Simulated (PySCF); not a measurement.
## Orbital energies and ionisation energy

Compound: C3H3BF2.
Z-matrix (Å and degrees, PBE0-D3(BJ)/def2-SVP geometry), rows numbered from 1:
```
F 
B   1  1.3225
F   2  1.3244  1  116.49
C   2  1.5477  1  121.79  3   179.89
C   4  1.5250  2  119.64  1  -150.35
C   5  1.2861  4   65.04  2  -105.52
H   4  1.1026  2  116.12  1     0.39
H   5  1.0857  4  142.82  6  -179.86
H   6  1.0858  4  142.81  5   178.72
```

Level: B3LYP/def2-SVPD (PySCF). Frontier orbitals with their largest atomic shares (Löwdin; up to four atoms above 4 %):

| orbital | ε (eV) | main atoms |
| --- | --- | --- |
| HOMO−3 | -11.22 | F3 53 %, C4 15 %, C6 7 %, C5 7 % |
| HOMO−2 | -10.03 | C6 28 %, C5 28 %, C4 20 %, F1 9 % |
| HOMO−1 | -8.78 | C4 40 %, C5 20 %, C6 20 %, H9 5 % |
| HOMO | -7.42 | ? |
| LUMO | -0.87 | C5 31 %, C6 31 %, C4 10 %, B2 8 % |
| LUMO+1 | 0.01 | B2 26 %, C5 16 %, C6 16 %, F1 11 % |
| LUMO+2 | 0.37 | B2 58 %, F1 8 %, F3 7 %, C4 6 % |

What vertical ionisation energy does ΔSCF give, and how far is −ε(HOMO) from it?

ΔSCF: 10.00 eV (965 kJ/mol; threshold wavelength 124 nm); ⟨S²⟩ of the doublet left behind is 0.752, against 0.75 for a pure doublet. −ε(HOMO) is 7.42 eV, 2.58 eV below it. In exact Kohn–Sham theory the two would be equal; B3LYP (global hybrid, 20 % exact exchange) falls short of its own ΔSCF value by 26 %.

On which atoms does the HOMO lie?

C5 (alkene CH carbon) 29 %, C6 (alkene CH carbon) 29 %, C4 (sp3 carbon bound to boron) 19 %, H7 (methine hydrogen) 8 %, so no atom holds as much as 40 %. The HOMO−1 lies 1.36 eV lower.

How many of the 10 lowest singlet excitations (vertical TDDFT, same level) lie below the ionisation energy?

All 10; they run from 5.70 to 8.24 eV.

What total energies stand behind the ΔSCF value?

E(N) = -340.45887 Eh and E(N − 1) = -340.09136 Eh at the same geometry, 0.36751 Eh apart.

Isolated species at its PBE0-D3(BJ)/def2-SVP geometry (one conformer only).

The run behind these numbers computed excited states and ΔSCF ions as well. The run took 25 s wall on one thread, Arm Neoverse V2, no GPU, shared host.
